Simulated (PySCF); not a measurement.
[InF6]3- (charge -3).
Bonds: In1–F2, In1–F3, In1–F4, In1–F5, In1–F6, In1–F7.

Computed with PBE0-D3(BJ)/def2-SVP geometry optimisation, gas phase, def2 core potentials past Kr (PySCF).

Problem. List the bond lengths and angles at this level.

Solution. 
```
                   bond  length (Å)
In1–F2 and 5 like bonds       2.133
```

Bonds in one row agree within 0.01 Å and their mean is given. A selection of angles:
```
    angle  degrees
F2–In1–F3    180.0
F2–In1–F4     90.0
```

In1 (indium bonded to 6 F) is octahedral (the three widest angles are 180.0°, 180.0° and 180.0°, the others run from 90.0° to 90.0°). All 6 F–In bonds measure 2.133 to 2.134 Å.

Point group: Oh (every atom within 0.08 Å of its image). Whether it is a minimum is left open (no frequencies). Whether so highly charged an anion holds all its electrons in the gas phase wasn't checked; a finite basis holds them in any case. The ion is multiply charged and computed without counter-ions or solvent.

On Arm Neoverse V1, one thread, no GPU, shared host, this took 94 s wall. This is the geometry optimisation.
